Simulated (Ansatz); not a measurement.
Cost and result for the atomization energy of `CNBOCF` (13 atoms, 12 bonds).

```xyz
13

C    -0.6817    0.5515    1.9339
N    -0.2555    0.2892    0.5801
B     0.7604   -0.5923    0.2170
O     1.1121   -0.8431   -1.0991
C     0.3439   -0.4091   -2.1442
F     0.3251    0.9745   -2.2133
H    -0.5079    1.5940    2.2182
H    -0.1169   -0.0835    2.6167
H    -1.7452    0.3338    2.0728
H    -0.6915    0.8726   -0.1170
H     1.3752   -1.1877    1.0520
H    -0.7009   -0.7279   -2.0420
H     0.7828   -0.7721   -3.0751
```

Charge 0, multiplicity 1. All single points use the PBE0-D4/def2-TZVP geometry. It is one conformer, not always the lowest. Program: Ansatz. All runs use 4 threads of an Intel Xeon 6975P-C on a shared host. Times are those of one run each, without the atoms' runs, and a repeat can differ threefold. Electronic energies, without spin–orbit coupling; frozen cores. CCSD(T)/CBS adds CCSD(T) − MP2 in def2-TZVPP to the MP2 limit, and its time is that of the two runs behind it. T1 = 0.012. B3LYP takes the VWN-RPA correlation (the form of Gaussian; ORCA's B3LYP/G).

CCSD(T)/CBS is a level of theory with its own doubt, some kJ/mol a heavy atom from the limit and from the frozen cores, so smaller differences don't rank the functionals.

```json
{"level": "PBE-D4/def2-TZVPP (with forces)", "functions": "284", "wall time": "1.8 s"}
{"level": "PBE0-D4/def2-TZVPP", "functions": "284", "wall time": "2 s"}
{"level": "r2SCAN-D4/def2-TZVPP (with forces)", "functions": "284", "wall time": "2.8 s"}
{"level": "B3LYP-D4/def2-TZVPP (with forces)", "functions": "284", "wall time": "3.2 s"}
{"level": "B2PLYP/def2-TZVPP", "functions": "284", "wall time": "3.8 s"}
{"level": "ωB97X-V/def2-TZVPP", "functions": "284", "wall time": "4.2 s"}
{"level": "ωB97M-V/def2-TZVPP (with forces)", "functions": "284", "wall time": "6 s"}
{"level": "MP2/def2-QZVPP", "functions": "552", "wall time": "22 s"}
{"level": "CCSD(T)/def2-TZVPP", "functions": "284", "wall time": "2.9 min"}
{"level": "CCSD(T)/CBS(def2)", "functions": "–", "wall time": "3.2 min"}
```

Question: What atomization energy does each give, and how far from CCSD(T)/CBS? (Best estimate.)

Answer: The calculation gave: 
| level | atomization (kcal/mol) | difference from CCSD(T)/CBS | per bond |
| --- | --- | --- | --- |
| PBE-D4/def2-TZVPP (with forces) | 1263.0 | 34.5 | 2.9 |
| PBE0-D4/def2-TZVPP | 1235.5 | 7.0 | 0.6 |
| r2SCAN-D4/def2-TZVPP (with forces) | 1233.8 | 5.3 | 0.4 |
| B3LYP-D4/def2-TZVPP (with forces) | 1234.4 | 5.9 | 0.5 |
| B2PLYP/def2-TZVPP | 1221.5 | -7.0 | -0.6 |
| ωB97X-V/def2-TZVPP | 1234.2 | 5.7 | 0.5 |
| ωB97M-V/def2-TZVPP (with forces) | 1236.6 | 8.1 | 0.7 |
| MP2/def2-QZVPP | 1240.7 | 12.2 | 1.0 |
| CCSD(T)/def2-TZVPP | 1197.4 | -31.1 | -2.6 |
| CCSD(T)/CBS(def2) | 1228.5 | 0.0 | 0.0 |

In def2-TZVPP, CCSD(T) changes the Hartree–Fock value by +305.6 kcal/mol (the triples alone add +18.1 kcal/mol) and MP2 by +330.5 kcal/mol; breaking electron pairs costs correlation energy, which Hartree–Fock lacks. From PBE to PBE0 (25 % exact exchange), in def2-TZVPP and without D4, the atomization energy moves by −26.7 kcal/mol: exact exchange takes away binding that semilocal exchange gives to molecules. The D4 term adds +8.0 kcal/mol with B3LYP and +4.2 kcal/mol with PBE0; it sums over pairs of atoms, weighted by their polarisabilities, and B3LYP, whose exchange is more repulsive, gets the larger term.
